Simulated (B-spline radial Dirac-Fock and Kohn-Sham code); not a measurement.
These are calculated numbers from a radial atomic solver; the model is ΔSCF Dirac-Fock with Breit, self-energy and vacuum polarisation, finite nucleus, configuration average. Free neutral atoms.

Question: Order these X-ray lines by photon energy, lowest first.
A. Te Lβ4
B. Er Lℓ
C. Pr Lβ4
D. Tb Lβ15
E. Ho Lα2
F. Ca Kβ3

Answer: F (4013.7 eV), A (4072.6 eV), C (5501.0 eV), B (6134.4 eV), E (6680.2 eV), D (7353.8 eV).
